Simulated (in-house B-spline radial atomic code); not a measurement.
How numerical settings move a run on Ar⁺, [Ne] 3s2 3p5. Computed with a B-spline radial code for spherical atoms: non-relativistic PBEsol, spin-polarised, spherical fractional occupations, point nucleus.

Command:
```bash
python run_scf.py task.json out
```
Settings of the sound reference run:
```
Z                18
electrons        17
configuration    [Ne] 3s2 3p5
hamiltonian      nr
method           pbesol
spin_polarised   True
knot_spacing     0.22
spline_order     8
gauss_points     12
box_radius       35.29
max_iterations   70
damping          0.5
damped_steps     3
diis_vectors     10
tolerance        1e-08
start            Thomas-Fermi
```

Time taken, with all properties: 0.28 s on 1 thread of Arm Neoverse N1, with other jobs on the host.

It converges in 9 iterations to -526.026971 hartree, with 3p down at -21.5279 eV. The other runs change the listed settings, some to values that make no sense; their results aren't properties of the atom or ion. Radii are in bohr (the nuclear one in fm), a minus after a letter asks for a j subshell, and «unchanged» means within 1e-8 hartree. The run stops when the residual is below 10 × tolerance × max(1, Z/10), or a noise floor if that is larger, and the energy moves by less than 1e-8 × √|E| hartree; so very loose and very tight tolerances often act alike.

| changed settings | outcome |
| --- | --- |
| spline_order = 7 | converged in 9 iterations, energy +1.37e-06 hartree from the reference, 3p down level +4.0e-06 eV |
| spline_order = 3 | converged in 9 iterations, energy +1.01e-02 hartree from the reference, 3p down level -2.2e-03 eV |
| gauss_points = 8, max_iterations = 2, damped_steps = 8, diis_vectors = 20 | not converged after 2 iterations, last residual 1.6e-01, last energy +1.04e+00 hartree from the reference |
| damped_steps = 8 | converged in 13 iterations, energy unchanged, 3p down level +7.0e-06 eV |
| diis_vectors = 1 | converged in 32 iterations, energy unchanged, 3p down level +1.0e-05 eV |
| spline_order = 4 | converged in 9 iterations, energy +1.42e-04 hartree from the reference, 3p down level -4.5e-05 eV |
| damped_steps = 30 | converged in 20 iterations, energy unchanged, 3p down level -1.2e-06 eV |
| spline_order = 5 | converged in 9 iterations, energy +4.94e-06 hartree from the reference, 3p down level -2.0e-06 eV |
| gauss_points = 8, box_radius = 3.53, max_iterations = 75 | converged in 9 iterations, energy +1.41e-01 hartree from the reference, 3p down level +2.6e+00 eV (the program warns: 3p down reaches the box edge; 3s up reaches the box edge) |
| hamiltonian = dirac, method = hf, spin_polarised = False, nucleus = fermi, rms_radius = 3.4274, mass_number = 40, atomic_mass = 39.96238, speed_of_light = 13.49805 | stopped with error: Z/c is past the critical charge |
| electrons = 25, configuration = [Ne] 3s2 3p5 5s2 5p6, max_iterations = 60 | converged in 23 iterations to -525.4452 hartree, a different physical problem (warning: 5s up has a positive eigenvalue: unbound, held by the box) |
| spline_order = 6 | converged in 9 iterations, energy +4.54e-08 hartree from the reference, 3p down level +7.6e-06 eV |
| diis_vectors = 20 | converged in 9 iterations, energy unchanged |
| spline_order = 10 | converged in 9 iterations, energy +1.04e-06 hartree from the reference, 3p down level +1.4e-06 eV |

Question: What happens with damped_steps = 0?

Answer: Converged in 8 iterations, energy unchanged, 3p down level -1.0e-06 eV.

Question: What happens with knot_spacing = 0.55, gauss_points = 4, max_iterations = 75, damping = 0.95?

Answer: Converged in 10 iterations, energy +5.42e-03 hartree from the reference, 3p down level -4.4e-03 eV.

Question: What happens with diis_vectors = 4?

Answer: Converged in 10 iterations, energy unchanged.

Question: What happens with gauss_points = 6, box_radius = 5.29, max_iterations = 100, tolerance = 1e-06, start = bare nucleus?

Answer: Converged in 9 iterations, energy +2.72e-03 hartree from the reference, 3p down level +1.1e-01 eV (the program warns: 3p down reaches the box edge; 3s up reaches the box edge).
